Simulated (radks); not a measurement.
The numbers below are computed, except where a source is named.
Question: Spherical quantum dot in the effective-mass picture: electrons in a well V = -V0 / (1 + exp((r - R)/a)) with V0 = 7.98, R = 3.65, a = 0.31, all in effective atomic units (hartree* = m*/eps^2 hartree, bohr* = eps/m* bohr), one dielectric constant everywhere. Level of theory: non-relativistic Kohn-Sham, LDA (Slater exchange, Perdew-Wang correlation), spin-polarised, spherical densities (a radial shooting solver with Libxc functionals). Levels are named by radial order and angular momentum (1s, 1p, 1d, 2s, ...), and open shells are averaged over m. Each electron was tried in the lowest free levels, single moves between levels near the top were tried too, and the lowest total energy was kept; such a search can miss a lower state. The series stops at N = 16: beyond it a trial failed or the search could not be trusted, so later rows were left out. Give the order in which the levels fill up to N = 16, the shell closures and the spin along the way.

Answer: Shells are first occupied in the order 1s, 1p, 1d. Open shells at each N (closed shells left out): 1: 1s(up 1, down 0); 2: none; 3: 1p(up 1, down 0); 4: 1p(up 2, down 0); 5: 1p(up 3, down 0); 6: 1p(up 3, down 1); 7: 1p(up 3, down 2); 8: none; 9: 1d(up 1, down 0); 10: 1d(up 2, down 0); 11: 1d(up 3, down 0); 12: 1d(up 4, down 0); 13: 1d(up 5, down 0); 14: 1d(up 5, down 1); 15: 1d(up 5, down 2); 16: 1d(up 5, down 3). All shells are closed at N = 2, 8 (there: 1s2 1p6). Largest 2S: 5, at N = 13.
